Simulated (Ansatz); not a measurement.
Input file for Ansatz (a quantum-chemistry and plane-wave program): R-wB97X-V/def2-TZVPPD on ClH3O (a complex). Files ending in .json are basis or fitting sets from the Basis Set Exchange.

Ansatz 0.2 input:
```yaml
crystal:
  periodic: [false, false, false]
  atoms:
    - {symbol: O, position_ang: [0.04092865, 0.33230201, 0.25285459]}
    - {symbol: H, position_ang: [0.79409459, 0.84827547, -0.05584907]}
    - {symbol: H, position_ang: [0.18620983, -0.56719311, -0.06111981]}
    - {symbol: Cl, position_ang: [-0.31279745, 0.47295316, 3.37613835]}
    - {symbol: H, position_ang: [-0.21166095, 0.43399899, 2.07638770]}
basis:
  gaussian:
    orbitals: def2-TZVPPD.json
hamiltonian:
  xc: {name: wB97X-V}
scf: {lower_state_search: off}
```

Output:

```
WARN ansatz: RAYON_NUM_THREADS=2 ignored (pool sized by the plan → 2); use --threads N
Functional definition: wB97X-V
these checks for a lower state are left out or cut short: stability, starts, cluster_reference, orbital_swaps, neighbouring_geometries, increment
integrals: 0.06 GiB planned
688 factors; their error is unknown
integrals: 0.09 GiB planned
184 factors; integrals over basis functions are off by at most 5.3e-5 eV
mean field: 0.56 GiB planned
mean field evaluation 1: about -14614.9920 eV, gradient 4.2e1 eV
mean field evaluation 2: about -14614.9578 eV, gradient 4.4e1 eV
mean field evaluation 4: about -14617.8197 eV, gradient 9.8e-1 eV
mean field evaluation 8: about -14617.8464 eV, gradient 2.5e-1 eV
mean field evaluation 16: about -14617.8464 eV, gradient 7.3e-6 eV
mean field -14617.84642861 eV, -537.1959479194 hartree, gradient 7.3e-6 eV, S^2 0.000000; 0 other end points of the search recorded, 0 dependent functions left out
reference -14617.84642575 eV, -537.1959478141 hartree; 14, 14 occupied and 128, 128 virtual orbitals, 688 factors
Total energy: -14617.84642575 eV, -537.1959478141 hartree
Checks for a lower state left out: stability, starts, cluster_reference, orbital_swaps, neighbouring_geometries, increment
```

The calculation finished and met its thresholds.

Cost: around 3 core-seconds (rough).
